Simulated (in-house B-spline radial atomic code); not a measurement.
Relativistic effects in Mn¹⁸⁺, [He] 2s2 2p3: non-relativistic Hartree-Fock (point nucleus) against Dirac-Hartree-Fock (Fermi nucleus of rms radius 3.7057 fm), both averages of the configuration, computed with a radial B-spline atomic code at the basis-set limit.

```csv
orbital,ε NR (Eh),ε Dirac (Eh),<r> NR (bohr),<r> Dirac (bohr),change of <r> (%)
1s1/2,-272.34,?,0.06125,?,?
2s1/2,-55.016,-55.571,0.2657,0.2628,-1.1
2p1/2,-52.365,?,0.2291,?,?
2p3/2,-52.365,-52.39,0.2291,0.2287,-0.2
```

What happens to 1s1/2?

Its energy goes to -274.55 hartree and <r> to 0.06059 bohr (-1.09 %).

What happens to 2p1/2?

Its energy goes to -52.837 hartree and <r> to 0.2262 bohr (-1.25 %).

What explains the pattern of contraction and expansion?

The s and p1/2 orbitals contract directly, as their density near the nucleus moves at relativistic speed. Nothing expands appreciably in this ion.

By how much does the total energy change?

By -7.0087 hartree, from -911.121 to -918.130.
